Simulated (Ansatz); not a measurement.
Geometry optimisation, RHF/def2-SVP (Ansatz 0.2.0).

The input (input.yaml):

```yaml
crystal:
  periodic: [false, false, false]
  atoms:
    - { symbol: F, position_ang: [-0.6126, -1.5916, -1.2526] }
    - { symbol: C, position_ang: [0.2567, -0.7605, -0.6002] }
    - { symbol: C, position_ang: [0.0444, -0.9106, 0.8998] }
    - { symbol: Se, position_ang: [-1.4026, 0.1352, 1.5016] }
    - { symbol: B, position_ang: [-0.9698, 1.4775, 0.1112] }
    - { symbol: B, position_ang: [0.0024, 0.7789, -0.9735] }
    - { symbol: Cl, position_ang: [1.2869, 1.7471, -1.8925] }
    - { symbol: H, position_ang: [1.3233, -1.0475, -0.9052] }
    - { symbol: H, position_ang: [0.9828, -0.5167, 1.485] }
    - { symbol: H, position_ang: [-0.06, -1.9803, 1.2014] }
    - { symbol: H, position_ang: [-0.7862, 2.6114, 0.4457] }
basis:
  gaussian: { orbitals: def2-SVP }
hamiltonian:
  xc: hf
relax:
  f_tol: 0.02
  max_steps: 50
```

Run as:

```bash
$ ansatz run input.yaml --threads 2 --pin off --max-ram 3072MiB --backend cpu --events-out ev --progress --plain --runs-dir out
```

Q: Where does it end, and by what steps?

A: It converged. After 9 steps the energy has fallen by 1.358 eV; H11 moved furthest, 0.77 Å.

```json
{"step": "0", "energy less start (eV)": "0.0000", "largest force component (eV/Å)": "3.259", "accepted": "yes"}
{"step": "1", "energy less start (eV)": "-0.8076", "largest force component (eV/Å)": "1.538", "accepted": "yes"}
{"step": "2", "energy less start (eV)": "-1.1311", "largest force component (eV/Å)": "0.880", "accepted": "yes"}
{"step": "3", "energy less start (eV)": "-1.2970", "largest force component (eV/Å)": "0.332", "accepted": "yes"}
{"step": "4", "energy less start (eV)": "-1.3056", "largest force component (eV/Å)": "0.706", "accepted": "yes"}
{"step": "5", "energy less start (eV)": "-1.3330", "largest force component (eV/Å)": "0.404", "accepted": "yes"}
{"step": "6", "energy less start (eV)": "-1.3545", "largest force component (eV/Å)": "0.165", "accepted": "yes"}
{"step": "7", "energy less start (eV)": "-1.3569", "largest force component (eV/Å)": "0.096", "accepted": "yes"}
{"step": "8", "energy less start (eV)": "-1.3577", "largest force component (eV/Å)": "0.042", "accepted": "yes"}
{"step": "9", "energy less start (eV)": "-1.3579", "largest force component (eV/Å)": "0.015", "accepted": "yes"}
```

```xyz
11
Properties=species:S:1:pos:R:3
F -0.686 -1.274 -1.258
C 0.371 -0.727 -0.554
C 0.156 -0.985 0.929
Se -1.108 0.352 1.668
B -0.897 1.569 0.208
B 0.271 0.853 -0.838
Cl 1.342 1.658 -1.976
H 1.279 -1.220 -0.901
H 1.094 -0.899 1.475
H -0.253 -1.979 1.096
H -1.504 2.594 0.173
```

Whether the end is a true minimum wasn't checked by a vibrational analysis.

Time of the run: 27 s on 2 threads of Intel(R) Xeon(R) 6975P-C (Granite Rapids) (shared host), peak memory 0.45 GiB.
